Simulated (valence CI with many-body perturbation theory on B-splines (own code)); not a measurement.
Results of a calculation; reference values are marked as such.
Yb⁵⁵⁺: input, log and results

Level of theory: relativistic CI+MBPT: five valence electrons over a frozen Dirac-Fock core [Ne], a basis of 11 s, 11 p, 10 d, 8 f, 5 g, 2 h functions for each j, with the one-electron correlation potential Σ1 (screened to all orders), the two-electron term Σ2, the three-electron term Σ3, Breit, model QED; selected single and double excitations, second order for the rest, scaled by the run's own slope (own B-spline code, finite nucleus).

Command, and the settings that its task file holds:

```sh
python run_cv.py task.json out
```

```
atom Yb  Z=70  mass_number=174  rms_radius_fm=5.3108
core [Ne]
valence 3s2 3p3
avg = 1
basis = M
breit = 1
cap = 32000
capref = 2000
cscale = 1
de = 0.0
dress = 0
eps = 2e-08
extrap = 1
h = 0.27
hh = 1
l2 = 3
lcore = 6
maxit = 60
n2 = 5
natural = 1
nlev = 150
nno = [5, 5, 5, 4, 2, 1]
nroot = 36
nsp = [6, 6, 5, 4, 3, 1]
pt2 = 1
qed = 1
rpa = 1
s1 = 1
s2 = 1
s3 = 1
screen = 1
tol = 2e-05
whole = 1
```

It took 3.2 min on 1 thread of Arm Neoverse V1, on a shared host.

Log. The first blocks belong to the next ion, which gives the ionisation energy. Fields: 2J, parity (1 odd), roots, reference size, generating configurations, candidates as configurations/state functions, variational space P, stored matrix elements, Davidson steps; e2 is the range of second-order energies in hartree. The first line gives the box (bohr), its intervals, the orbitals and the steps of their self-consistent field. Window is the range of levels sought, series limit the energy at which the first omitted orbital would enter, core excitation an estimate of the first excitation out of the core, left out the lowest levels not solved, and shifts from estimates the range by which levels moved from their first estimate, all in cm⁻¹.

```
rmax 3.4 intervals 57 orbitals 83 references ['3s2 3p3', '3s2 3p2 3d', '3s 3p4', '3s 3p3 3d', '3s2 3p 3d2'] scf 4 t 1.0
2J=0 par=0 roots 2 ref 24 generators 8 cand 16856/28055 P 2316/3200 nnz 1.3e+06 it 5
2J=0 par=0 roots 2 ref 24 generators 8 cand 14560/24879 P 4534/6731 nnz 3.9e+06 it 5
   second order: generators 15 cand 18594/31706 e2 -0.00004 -0.00002
reference levels 1276, estimated 511, window 8787328 1/cm; series limit 36044046, core excitation 59389162
2J=3 par=1 roots 30 ref 145 generators 29 cand 49246/496553 P 1405/6398 nnz 4.4e+06 it 8
2J=3 par=1 roots 30 ref 145 generators 33 cand 50135/497666 P 5597/31999 nnz 6.3e+07 it 9
   second order: generators 53 cand 86870/1318042 e2 -0.01317 -0.00490
2J=3 par=0 roots 21 ref 135 generators 28 cand 50671/499013 P 1492/6940 nnz 5.2e+06 it 8
2J=3 par=0 roots 21 ref 135 generators 35 cand 50108/497031 P 5933/31996 nnz 6e+07 it 9
   second order: generators 52 cand 83430/1200871 e2 -0.01294 -0.00375
2J=5 par=1 roots 28 ref 153 generators 25 cand 50223/622447 P 1160/6377 nnz 5.1e+06 it 8
2J=5 par=1 roots 28 ref 153 generators 30 cand 51279/624083 P 4760/31994 nnz 7e+07 it 10
   second order: generators 50 cand 85764/1600052 e2 -0.01565 -0.00793
2J=1 par=1 roots 19 ref 88 generators 28 cand 47457/278285 P 2035/6400 nnz 3.8e+06 it 7
2J=1 par=1 roots 19 ref 88 generators 31 cand 46259/274472 P 7949/31997 nnz 5.5e+07 it 8
   second order: generators 49 cand 75806/642068 e2 -0.00737 -0.00272
2J=5 par=0 roots 18 ref 147 generators 23 cand 48687/583233 P 1378/7161 nnz 5.9e+06 it 8
2J=5 par=0 roots 18 ref 147 generators 31 cand 51195/623468 P 5603/31993 nnz 6.2e+07 it 10
   second order: generators 51 cand 86475/1576086 e2 -0.01263 -0.00565
2J=1 par=0 roots 14 ref 84 generators 23 cand 45942/272103 P 2141/6397 nnz 3.5e+06 it 5
2J=1 par=0 roots 14 ref 84 generators 31 cand 44691/268725 P 8666/32000 nnz 5.1e+07 it 9
   second order: generators 47 cand 76789/675684 e2 -0.00635 -0.00176
2J=7 par=0 roots 11 ref 118 generators 18 cand 48026/629212 P 1325/6389 nnz 4.8e+06 it 9
2J=7 par=0 roots 11 ref 118 generators 26 cand 48745/630510 P 5464/31989 nnz 6.3e+07 it 13
   second order: generators 39 cand 79685/1567721 e2 -0.01575 -0.00700
2J=9 par=0 roots 6 ref 80 generators 13 cand 44440/563112 P 1653/6398 nnz 4.2e+06 it 5
2J=9 par=0 roots 6 ref 80 generators 20 cand 47362/579062 P 5720/31994 nnz 6.5e+07 it 7
   second order: generators 31 cand 72071/1293531 e2 -0.01022 -0.00491
2J=7 par=1 roots 21 ref 129 generators 24 cand 49601/644440 P 1231/6387 nnz 5.2e+06 it 10
...
2J=11 par=1 roots 4 ref 43 generators 15 cand 41173/459003 P 5593/31998 nnz 7.3e+07 it 6
   second order: generators 26 cand 66796/1193591 e2 -0.00694 -0.00364
2J=11 par=0 roots 1 ref 37 generators 3 cand 24069/343128 P 1157/6394 nnz 5e+06 it 5
2J=11 par=0 roots 1 ref 37 generators 4 cand 27760/380430 P 3545/31985 nnz 9e+07 it 5
   second order: generators 8 cand 29194/393685 e2 -0.00253 -0.00253
2J=13 par=0 roots 1 ref 15 generators 3 cand 21109/246707 P 2040/6400 nnz 4.5e+06 it 4
2J=13 par=0 roots 1 ref 15 generators 5 cand 23755/271720 P 5126/31999 nnz 8.6e+07 it 5
   second order: generators 10 cand 24719/284356 e2 -0.00172 -0.00172
left out: unestimated 12729174, estimated 9260441, shifts from estimates -47 to 224
operators 1.0
```

The Davidson iterations converged.

No measured spectrum was set against this ion. As an estimate, large intervals hold to a few tenths of a per cent, small ones and those within an open d or f shell to about a per cent. Among the levels kept, up to 3000 cm⁻¹ of a level comes from second order outside the variational space, and about a tenth of that is noise between levels of different J, which matters for small intervals.

| Quantity | Value |
| --- | --- |
| Valence energy | -1076.328 hartree |
| Ionisation energy | 5341.7 eV (NIST: 5339 ± 5 eV (theoretical)) |
| Reference configurations for the orbitals | 3s2 3p3, 3s2 3p2 3d, 3s 3p4, 3s 3p3 3d, 3s2 3p 3d2 |
| Radial orbitals | 83 |
| Box radius | 3.365 bohr |
| Largest variational space | 32000 |
| Lowest levels | (3s^2 3p1/2^2 3p3/2) J=3/2 0.00, (3s^2 3p1/2^2 3d3/2) J=3/2 213.73, (3s^2 3p1/2 3p3/2^2) J=3/2 259.44, (3s^2 3p1/2 3p3/2^2) J=5/2 270.56, (3s^2 3p1/2 3p3/2^2) J=1/2 284.82, (3s^2 3p1/2^2 3d5/2) J=5/2 288.06, (3s 3p1/2^2 3p3/2^2) J=5/2 419.20, (3s 3p1/2^2 3p3/2^2) J=3/2 447.34, (3s 3p1/2^2 3p3/2^2) J=1/2 448.54, (3s^2 3p1/2 3p3/2 3d3/2) J=5/2 [a] 471.01, (3s^2 3p1/2 3p3/2 3d3/2) J=1/2 [a] 473.94, (3s^2 3p1/2 3p3/2 3d3/2) J=3/2 [a] 473.98, (3s^2 3p1/2 3p3/2 3d3/2) J=7/2 482.50, (3s^2 3p1/2 3p3/2 3d3/2) J=5/2 [b] 509.99 eV |

Levels are named by their leading jj configuration (3d3/2^4 stands for four electrons in 3d with j = 3/2), which in mixed levels can hold well under half, so a name can repeat and another be missing. Letters in brackets count levels of one name in rising energy.
